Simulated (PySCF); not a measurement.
An unknown shows these calculated signals:

¹H NMR (600 MHz, computed): δ 9.90 (s, 1H), 6.92 (m, 1H), 6.89 (m, 1H), 4.40 (m, 1H), 3.88 (m, 1H), 3.74 (m, 1H), 0.56 (m, 3H), 0.22 (d, 3H).

¹³C{¹H} NMR (computed): δ 204.4 (CH), 161.8 (C), 152.1 (CH2), -7.6 (CH3), -8.7 (CH3).

- shielding tensors at PBE0/pcSseg-1 (GIAO)
- coordinates at the GFN2-xTB level
- run in PySCF
- gas phase, one computed conformer, relativity neglected, fast rotation and ring inversion assumed for equivalent nuclei

Scale: ¹H (31.72 ppm), ¹³C (186.93 ppm) against TMS (reference shieldings calculated alike).

Problem. Which of these does the molecule contain: a heteroaromatic ring, an aldehyde, a non-aromatic C=C double bond, a C≡C triple bond, a Si–CH3 group, a methoxy group?

Solution. 
- A heteroaromatic ring: no.
- An aldehyde: yes (δC 204.4; δH 9.90 (s)).
- A non-aromatic C=C double bond: yes.
- A C≡C triple bond: no.
- A Si–CH3 group: yes (δC -7.6; δH 0.22 (d)).
- A methoxy group: no.

The data belong to `InChI=1S/C5H12OSi2/c1-5(4-6)8(3)7-2/h4,8H,1,7H2,2-3H3/t8-/m0/s1`; they needn't prove each group on their own.

Carbon signals by region: 2 in the far downfield region (above 160 ppm), 1 in the sp2 and nitrile region (100–160 ppm), 2 below 50 ppm. Above 160 ppm: 204.4, aldehyde carbonyl carbon, 161.8, α carbon of a C=C–C=O unit.

Shifts are as computed. Against solution values, carbons near 30 ppm lie about +3 ppm off and those near 130 ppm about +5 ppm. Of 1211 compounds with measured shifts, 218 miss one by over three times the rms of a fit or turn the order of signals round; such compounds aren't used in these exercises. Multiplicities follow the n + 1 count of equivalent neighbours, as no J values were calculated; m marks all less simple cases, F and P coupling included.
